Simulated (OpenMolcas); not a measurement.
**Tb2+: CASPT2 settings compared**

```
Program             : OpenMolcas 26.06
Basis               : ANO-RCC-VQZP [9s8p6d4f3g2h]
Scalar Hamiltonian  : X2C, point nucleus
Active space        : 9 electrons in 7 orbitals (4f)
State averaging     : 2S+1 = 6 odd, 21 roots (18 in the spin-orbit step); 2S+1 = 4 odd, 224 roots (48 in the spin-orbit step)
Spin-orbit coupling : RASSI with atomic mean-field integrals over the reference wave functions, term energies averaged over their components
```

Methods on the same reference wave functions:
A. CASSCF
B. SS-CASPT2, IPEA 0.3 Eh, no level shift (closed shells correlated: none)
C. SS-CASPT2, IPEA 0.75 Eh, imaginary shift 0.3 Eh (closed shells correlated: none)
D. SS-CASPT2, IPEA 0.3 Eh, real shift 0.2 Eh (closed shells correlated: 5s 5p)

Energies in cm⁻¹ above 4f⁹ ⁶H°_15/2, the measured ground level; measured values from Martin, Zalubas and Hagan, Atomic Energy Levels: The Rare-Earth Elements, NSRDS-NBS 60 (1978).

```tsv
Level	A	B	C	D	Measured
4f⁹ ⁶H°_15/2	0.0	0.0	0.0	0.0	0.0
4f⁹ ⁶H°_13/2	2961	3000	2990	3010	2805
4f⁹ ⁶H°_11/2	5190	5220	5210	5230	4735
4f⁹ ⁶H°_9/2	6849	6840	6840	6840	6258
4f⁹ ⁶H°_7/2	8089	8060	8060	8040	7422
4f⁹ ⁶H°_5/2	8995	8940	8950	8930	8286
4f⁹ ⁶F°_11/2	9478	8140	8410	7500	6470
4f⁹ ⁶F°_9/2	10382	8940	9220	8310	7622
4f⁹ ⁶F°_7/2	11946	10530	10810	9900	
4f⁹ ⁶F°_5/2	13415	12040	12310	11400	10220
4f⁹ ⁶F°_3/2	14556	13200	13480	12570	
4f⁹ ⁶F°_1/2	15270	13930	14200	13300
```

Deviations, from unrounded energies. A percentage is the sum of absolute deviations over the sum of measured energies, with the sign that they share, or ± where signs differ.

| Against measurement | Levels | A | B | C | D |
| --- | --- | --- | --- | --- | --- |
| mean absolute deviation (cm-1) | 8 | 1400 | 920 | 1000 | 680 |
| fine structure of the ground term (%) | 5 | +8.7 | +8.7 | +8.7 | +8.6 |
| other terms of the ground configuration (%) | 3 | +36.9 | +19.8 | +23.2 | +12.0 |

D lies closest to measurement on these levels and A furthest from it. The largest miss of D in the table is 4f⁹ ⁶F°_5/2, by +1200 cm-1. The ranking rests on the paired levels alone, and a cruder setting can come out closer through cancelling errors.

Among B to D the level of the table that moves most is 4f⁹ ⁶F°_3/2, by 910 cm-1 (lowest in D, highest in C). Moves below CASPT2's spread within the term are not significant.

The lowest spin-free term lies below A's lowest term by 0.331 hartree in B, 0.315 hartree in C, 0.827 hartree in D.

Term energies are means over components that CASPT2 splits; among the terms shown or strongly mixed into the levels shown the widest spread is 91 cm-1 (4f⁹ ⁶H°, C). High states are left out of the spin-orbit mixing, which shifts the levels that they would mix with. Without dynamic correlation excited terms often stand tens of per cent too high (terms of higher spin than the ground term too low), and those without a measured partner can miss by more than the paired ones (holds for A). Some terms miss by over 15 % even with CASPT2, which points to a basis or an active space too small for the shells correlated (holds for B; C; D). Measured partners are found by configuration, term and J. A level has none where our copy of the source lacks it or the pairing is in doubt (some pairs that miss far off the trend of their configuration count as doubtful), and it then counts in no deviation. Only configurations of the active space appear. Levels that lie high or do not pair safely by name in every column are left out.

° marks odd parity.
